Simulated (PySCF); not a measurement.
**Ni: ionisation energy**

Ni [Ar] 3d8 4s2 (3F) → Ni⁺ [Ar] 3d9 (2D), as a difference of total energies. Computed with PySCF 2.14 in def2-TZVP (6s4p4d1f, 45 functions), with no relativity, point nucleus. Correlated levels: valence: [Ar] frozen. The calculations carry no spin-orbit coupling.

| method | ionisation energy (eV) | difference from reference (eV) |
| --- | --- | --- |
| UHF | 7.700 | +0.060 |
| PBE0 | 7.244 | -0.396 |
| TPSS | 7.115 | -0.525 |
| MP2 (valence) | 6.403 | -1.237 |
| SCS-MP2 (valence) | 6.635 | -1.005 |

Reference: 7.640 eV (measured; NIST Atomic Spectra Database, ionization energies).

These non-relativistic numbers lack the scalar-relativistic shift.

The reference lies between the lowest fine-structure levels, while these numbers refer to the centres of the terms.

Errors of the correlated levels include the incompleteness of this basis and the frozen core.

MP2 underrates the near-degeneracy of ns² with np² in the lower species.
